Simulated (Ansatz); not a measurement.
Molecular dynamics, step by step

BH3IO (SMILES [OH2+]BI) (charge +1), singlet, PBE-D4/def2-SVP (Ansatz 0.2.0). Settings (timestep in fs, temperature in K, friction in 1/fs; T counts 18 degrees of freedom, while the starting velocities carry no drift of the centre of mass, so T starts below the set value):

```yaml
hamiltonian: {xc: pbe, dispersion: d4}
md: {n_steps: 40, timestep: 0.25, temperature: 1500, ensemble: nvt_langevin, seed: 658, friction: 0.05, initial_velocities: maxwell_boltzmann}
```

Start (the SMILES describes the start alone):

```json
{"atom": "O1", "x (Å)": "-0.6163", "y (Å)": "-0.3990", "z (Å)": "0.2858"}
{"atom": "B2", "x (Å)": "0.6244", "y (Å)": "0.1492", "z (Å)": "-0.1186"}
{"atom": "I3", "x (Å)": "0.5709", "y (Å)": "1.8604", "z (Å)": "-1.2635"}
{"atom": "H4", "x (Å)": "-1.4671", "y (Å)": "0.0136", "z (Å)": "0.0330"}
{"atom": "H5", "x (Å)": "-0.6908", "y (Å)": "-1.2048", "z (Å)": "0.8295"}
{"atom": "H6", "x (Å)": "1.5789", "y (Å)": "-0.4193", "z (Å)": "0.2338"}
```

| step | time (fs) | potential energy less the start (meV) | kinetic energy (meV) | T (K) |
| --- | --- | --- | --- | --- |
| 0 | 0.00 | 0.0 | 969.5 | 1250 |
| 2 | 0.50 | 5.1 | 1078.5 | 1391 |
| 4 | 1.00 | 17.8 | 929.4 | 1198 |
| 6 | 1.50 | 46.3 | 1043.9 | 1346 |
| 8 | 2.00 | 90.8 | 976.9 | 1260 |
| 10 | 2.50 | 142.1 | 755.5 | 974 |
| 12 | 3.00 | 197.0 | 698.0 | 900 |
| 14 | 3.50 | 254.8 | 668.4 | 862 |
| 16 | 4.00 | 311.7 | 533.8 | 688 |
| 18 | 4.50 | 356.6 | 505.5 | 652 |
| 20 | 5.00 | 375.1 | 508.1 | 655 |
| 22 | 5.50 | 374.8 | 537.7 | 693 |
| 24 | 6.00 | 357.3 | 644.9 | 832 |
| 26 | 6.50 | 328.5 | 637.1 | 821 |
| 28 | 7.00 | 281.7 | 753.2 | 971 |
| 30 | 7.50 | 237.1 | 748.8 | 965 |
| 32 | 8.00 | 195.2 | 755.1 | 974 |
| 34 | 8.50 | 172.9 | 884.6 | 1141 |
| 36 | 9.00 | 169.0 | 898.0 | 1158 |
| 38 | 9.50 | 182.8 | 825.3 | 1064 |
| 40 | 10.00 | 217.4 | 879.5 | 1134 |

Step 10, positions (Å) and forces (eV/Å):

```json
{"atom": "O1", "x": "-0.598", "y": "-0.398", "z": "0.288", "Fx": "-3.244", "Fy": "-0.347", "Fz": "0.471"}
{"atom": "B2", "x": "0.655", "y": "0.103", "z": "-0.104", "Fx": "1.367", "Fy": "1.437", "Fz": "-0.518"}
{"atom": "I3", "x": "0.568", "y": "1.861", "z": "-1.268", "Fx": "0.166", "Fy": "-0.622", "Fz": "0.307"}
{"atom": "H4", "x": "-1.491", "y": "0.037", "z": "0.112", "Fx": "0.821", "Fy": "0.324", "Fz": "-0.475"}
{"atom": "H5", "x": "-0.852", "y": "-1.141", "z": "0.876", "Fx": "0.868", "Fy": "-0.703", "Fz": "0.421"}
{"atom": "H6", "x": "1.595", "y": "-0.456", "z": "0.395", "Fx": "0.023", "Fy": "-0.089", "Fz": "-0.206"}
```

Step 18, positions (Å) and forces (eV/Å):

| atom | x | y | z | Fx | Fy | Fz |
| --- | --- | --- | --- | --- | --- | --- |
| O1 | -0.590 | -0.408 | 0.291 | -2.873 | -1.773 | 1.561 |
| B2 | 0.689 | 0.075 | -0.085 | 1.030 | 1.689 | -0.526 |
| I3 | 0.566 | 1.861 | -1.269 | 0.280 | -1.040 | 0.566 |
| H4 | -1.468 | 0.009 | 0.171 | -0.104 | 1.347 | -1.121 |
| H5 | -0.937 | -1.129 | 0.910 | 1.730 | -0.221 | -0.134 |
| H6 | 1.613 | -0.485 | 0.458 | -0.064 | -0.003 | -0.346 |

Step 24, positions (Å) and forces (eV/Å):

| atom | x | y | z | Fx | Fy | Fz |
| --- | --- | --- | --- | --- | --- | --- |
| O1 | -0.591 | -0.422 | 0.298 | -1.836 | -1.637 | 1.363 |
| B2 | 0.716 | 0.062 | -0.074 | -0.058 | 2.077 | -0.738 |
| I3 | 0.562 | 1.863 | -1.270 | 0.339 | -1.270 | 0.698 |
| H4 | -1.469 | -0.018 | 0.183 | -0.324 | 1.441 | -1.166 |
| H5 | -0.911 | -1.136 | 0.928 | 1.572 | -0.334 | -0.024 |
| H6 | 1.620 | -0.464 | 0.490 | 0.307 | -0.277 | -0.133 |

Last step (40):

```tsv
atom	x (Å)	y (Å)	z (Å)
O1	-0.6272	-0.4438	0.3504
B2	0.7654	0.0624	-0.0782
I3	0.5585	1.8721	-1.2681
H4	-1.5005	-0.0118	0.0935
H5	-0.6547	-1.1891	1.0381
H6	1.6731	-0.3929	0.5539
```

Hardware: 2 CPU threads of an Arm Neoverse V1, shared host. Wall time about 35 s.
